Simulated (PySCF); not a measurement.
**[C7H6O2]-: g tensor and hyperfine couplings**

Species: C₇H₆O₂ (charge -1 and doublet state).
Cartesian coordinates in Å at the GFN2-xTB level; atoms count from 1:
```xyz
15
C7H6O2 angstrom
C      2.2183    0.0340   -0.1233
C      0.7173   -0.0061   -0.0556
C      0.0279   -1.1575   -0.2827
C     -1.4053   -1.2539   -0.2129
O     -2.0229   -2.3285   -0.4260
C     -2.0755   -0.0255    0.1208
C     -1.4002    1.1317    0.3473
C      0.0318    1.2276    0.2737
O      0.6440    2.3085    0.4750
H      2.5367    1.0428   -0.3813
H      2.6495   -0.2117    0.8502
H      2.6018   -0.6749   -0.8569
H      0.5662   -2.0669   -0.5304
H     -3.1578   -0.0536    0.1854
H     -1.9364    2.0421    0.5947
```

The species is `CC1=C[C]([O-])C=CC1=O` [radical] (charge -1).

Computed, not measured: UKS B3LYP, pcH-1 on C H O, non-relativistic, mean-field spin-orbit, GIAO in PySCF. GFN2-xTB frequencies show an imaginary mode (28i cm⁻¹), so this geometry is no minimum at that level. Whether the extra electron is bound in the gas phase wasn't checked; a finite basis holds it in any case. The geometry wasn't refined by DFT: couplings that depend on bond lengths, twists or pyramidal angles can differ widely from those at the functional's own minimum, by a factor of two or more for some ions and for spin on atoms past the first row. The SCF solution wasn't tested for stability.

| Item | Value |
| --- | --- |
| g1, g2, g3 | 2.00206, 2.00561, 2.00882 |
| g_iso | 2.00550 |
| Form of g | rhombic: the two nearest values differ by 47 % of g3 − g1 |
| ⟨S²⟩ | 0.7609 (exact 0.7500) |
| α and β electrons | 33, 32 |
| Basis functions | 285 |

Isotropic coupling and dipolar principal values T1 to T3, in mT; ρ(0) is the spin density at the nucleus (MHz turned into mT with g_iso):

```
atom  isotope  a_iso     T1     T2    T3  Mulliken spin population  ρ(0) (bohr⁻³)
  C1      13C  -0.14  -0.02  -0.01  0.03                     -0.01        -0.0035
  C2      13C   0.01  -0.27  -0.25  0.52                      0.08         0.0002
  C3      13C  -0.04  -0.24  -0.23  0.47                      0.08        -0.0010
  C4      13C  -0.37  -0.28  -0.12  0.40                      0.05        -0.0092
  O5      17O  -0.79  -3.20   1.59  1.61                      0.28         0.0364
  C6      13C   0.04  -0.31  -0.30  0.61                      0.10         0.0010
  C7      13C  -0.06  -0.25  -0.23  0.49                      0.08        -0.0016
  C8      13C  -0.29  -0.34  -0.20  0.54                      0.07        -0.0071
  O9      17O  -0.78  -3.16   1.56  1.60                      0.27         0.0363
 H10       1H   0.08  -0.08  -0.04  0.12                      0.00         0.0005
 H11       1H   0.32  -0.06  -0.03  0.09                      0.00         0.0020
 H12       1H   0.10  -0.05  -0.02  0.07                      0.00         0.0007
 H13       1H  -0.22  -0.11  -0.08  0.18                     -0.01        -0.0014
 H14       1H  -0.27  -0.14  -0.08  0.22                     -0.01        -0.0017
 H15       1H  -0.22  -0.11  -0.08  0.19                     -0.01        -0.0014
```

The Mulliken spin populations are largest on O5 (+0.28), O9 (+0.27), C6 (+0.10) and C3 (+0.08).

The SMILES `CC1=C[C]([O-])C=CC1=O` draws the unpaired electron on C4, whose computed spin population is only +0.05.

Axes: g3 points within 1° of the C8–O9 bond.

Under fast tumbling the dipolar parts average out, and these isotropic splittings remain: 1 × 1H (H14, I = 1/2, 2 lines) with 0.27 mT, 1 × 1H (H15, I = 1/2, 2 lines) with 0.22 mT, 1 × 1H (H13, I = 1/2, 2 lines) with 0.22 mT and 3 × 1H (H10/H11/H12, I = 1/2, 4 lines) with 0.17 mT.

Nuclei that the bonding pattern makes equivalent are averaged, as if the motion that swaps them (rotation, inversion, ring flip) were fast. The three 1H nuclei of mean +4.7 MHz run from 2.3 to 8.9 MHz in the frozen geometry.

The 13C coupling of C4 (-10.4 MHz) shows only in satellite lines or after enrichment, since that isotope makes up about 1.07 % of natural carbon.

The 17O coupling of O5 (-22.0 MHz) shows only in satellite lines or after enrichment, since that isotope makes up about 0.038 % of natural oxygen.

β density exceeds α density at some nuclei, such as C4 (-0.0092), C8 (-0.0071) and C1 (-0.0035), spin density in bohr⁻³. In a single determinant that takes different orbitals for the two spins, that is spin polarisation.
